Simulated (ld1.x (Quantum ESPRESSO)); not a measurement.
palladium (Pd), ultrasoft: configuration errors across variants

ld1.x (Quantum ESPRESSO) 7.5 input, shortened:

```
&input
   title='Pd', zed=46., rel=1, dft='BLYP', iswitch=3,
   config='[Kr] 4d9.5 5s0 5p0'
 /
 &inputp
   pseudotype=3, tm=.true., lloc=-2, rcloc=1.45,
   nlcc=.true., new_core_ps=.true.
 /
6
4S  1  0   2.00   0.00  1.25  1.50  0.0
5S  2  0   0.00   0.00  1.25  1.50  0.0
4P  2  1   6.00   0.00  1.40  1.55  0.0
5P  3  1   0.00   0.00  1.40  1.55  0.0
4D  3  2   9.50   0.00  1.15  1.55  0.0
4D  3  2   0.00   1.10  1.15  1.55  0.0
 &test
   configts(1)='4s2 4p6 4d9.5 5s0 5p0'
 /
```

All-electron excitation energies from the reference (eV): (1) 4s2 4p6 4d10 5s0 5p0 -3.219; (2) 4s2 4p6 4d9 5s0 5p0 5.859; (3) 4s2 4p6 4d8 5s0 5p0 26.604; (4) 4s1 4p6 4d10 5s0 5p0 88.341; (5) 4s2 4p6 4d8 5s1 5p0 10.161; (6) 4s2 4p6 4d9 5s0 5p1 1.912; (7) 4s2 4p5 4d10 5s0 5p0 53.904.

The overlap operator is not positive definite (basis up to 400 Ry) in “waves 4d (bound): rcut 1.15, rcutus 1.26 bohr; 4d channel at 1.1 Ry: rcut 1.15, rcutus 1.26 bohr”. Such files are unfit for use, however small their errors in these radial tests.

Errors AE − PS in meV (a dash: test not solved or not reliable):

```csv
change,(1),(2),(3),(4),(5),(6),(7),bound ghosts
base,-0.1,-0.2,-3.6,-129,-2328,-477,-70,not determined
"waves 4d (bound): rcut 0.92, rcutus 0.98 bohr; 4d channel at 1.1 Ry: rcut 0.92, rcutus 0.98 bohr",-0.1,-0.2,-3.6,-110,-2327,-476,-62,not determined
"waves 4d (bound): rcut 1.15, rcutus 1.26 bohr; 4d channel at 1.1 Ry: rcut 1.15, rcutus 1.26 bohr",-0.1,-0.3,-3.8,-125,-2328,-477,-69,not determined (overlap not positive)
"waves 4d (bound): rcut 1.15, rcutus 1.40 bohr; 4d channel at 1.1 Ry: rcut 1.15, rcutus 1.40 bohr",-0.1,-0.2,-3.7,-127,-2328,-477,-69,not determined
"waves 4d (bound): rcut 1.15, rcutus 1.68 bohr; 4d channel at 1.1 Ry: rcut 1.15, rcutus 1.68 bohr",-0.1,-0.2,-3.7,-127,-2328,-477,-70,not determined
"waves 4d (bound): rcut 1.15, rcutus 1.88 bohr; 4d channel at 1.1 Ry: rcut 1.15, rcutus 1.88 bohr",-0.1,-0.3,-3.9,-132,-2328,-477,-72,not determined
"waves 4d (bound): rcut 1.15, rcutus 2.12 bohr; 4d channel at 1.1 Ry: rcut 1.15, rcutus 2.12 bohr",+0.1,-0.1,-5.2,-148,-2331,-477,-80,not determined
```

(1) Give the same row for: waves 4d (bound): rcut 1.15, rcutus 2.30 bohr; 4d channel at 1.1 Ry: rcut 1.15, rcutus 2.30 bohr.

Answers

(1) +1.1, +0.9, -0.9, -163, -2332, -476, -87; bound ghosts: not determined.
